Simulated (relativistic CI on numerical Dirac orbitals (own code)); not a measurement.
# Hyperfine structure of Pt XXXII, mass number 195

Calculated at this level of theory: Dirac-Coulomb-Breit CI, orbitals from a KLI potential per configuration, model QED, unscaled Slater integrals (own radial code, finite nucleus).

Configuration list (outside the closed core [Ar] 3d10): 4s²4p⁶4d¹⁰4f, 4s²4p⁶4d⁹4f², 4s²4p⁶4d¹⁰5s, 4s²4p⁶4d¹⁰5p, 4s²4p⁵4d¹⁰4f², 4s²4p⁶4d¹⁰5d, 4s4p⁶4d¹⁰4f², 4s²4p⁴4d¹⁰4f³, 4s²4p⁶4d⁹4f5s, 4s²4p⁶4d⁹5s², 4s²4p⁶4d¹⁰5f, 4s²4p⁶4d⁸4f²5s, 4s²4p⁶4d⁹4f5p, 4s²4p⁶4d⁹5s5p, 4s²4p⁶4d¹⁰5g, 4s²4p⁶4d¹⁰6s. Levels of other configurations are missing.

Nuclear spin I = 1/2, μ = 0.6073 μN (tables of Stone and Pyykkö). The electronic factors are computed for point nuclear moments, without core polarisation or the Bohr-Weisskopf and QED corrections.

```
              Level   E (eV)  A (GHz)
4s²4p⁶4d¹⁰4f ²F°5/2    0.000     6.94
4s²4p⁶4d¹⁰4f ²F°7/2    5.291     3.74
 4s²4p⁶4d¹⁰5s ²S1/2  188.975    826.3
 4s²4p⁶4d⁹4f² ⁴F3/2  211.826    2.064
 4s²4p⁶4d⁹4f² ⁴F5/2  212.441    6.713
 4s²4p⁶4d⁹4f² ⁴F9/2  219.174    6.378
 4s²4p⁶4d⁹4f² ⁴D3/2  220.281    12.17
```

Levels with J = 0, under 50 % of one LS term, or S terms without an open s electron are left out. Small factors come from cancelling terms and can be off by tens of per cent or more.

At this charge energies of transitions that change n are usually good to better than 1 %, and those within a shell (Δn = 0) to a few per cent.

**Question.** Give the hyperfine levels of 4s²4p⁶4d¹⁰4f ²F°5/2 relative to its centre of gravity.

**Answer.** With K = F(F + 1) − I(I + 1) − J(J + 1), E = AK/2: F = 2: -12.14, F = 3: 8.675 GHz.

LS names give the leading component of a level, which can be under half, so a name can repeat, a term be missing and a line seem to break the LS rules.
